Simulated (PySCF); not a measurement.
BaO, SMILES [O]=[Ba].

Geometry: r2SCAN-D4/def2-TZVPD. The def2 effective core potentials stand for the cores of Ba; spin–orbit coupling is left out.

Two levels are set side by side: PBE/def2-TZVPD (PySCF) and B3LYP/def2-TZVPD (PySCF). Same geometry, gas phase. Differences are taken from unrounded values.

```csv
quantity,PBE
orbital gap (eV),1.79
highest occupied level (eV),-3.58
lowest empty level (eV),-1.79
dipole moment (D),7.32
mean polarisability (bohr³),55.9
```

Problem. These are the PBE values. What does B3LYP give? (The exact figures need the calculation; the answer reports its results.)

Solution. 
```tsv
quantity	B3LYP	PBE minus B3LYP
orbital gap (eV)	2.95	-1.16
highest occupied level (eV)	-4.50	0.92
lowest empty level (eV)	-1.54	-0.25
dipole moment (D)	7.98	-0.66
mean polarisability (bohr³)	50.3	5.6
```

PBE's occupied levels lie high since its potential decays too fast outside the molecule; exact exchange lowers them and widens the gap. PBE's more diffuse valence density responds more strongly to a field. Differences between two approximate levels are no errors against the true value.

Rough cost on one machine, each run with all the roots and properties that it gave: B3LYP against PBE within a factor of 2.
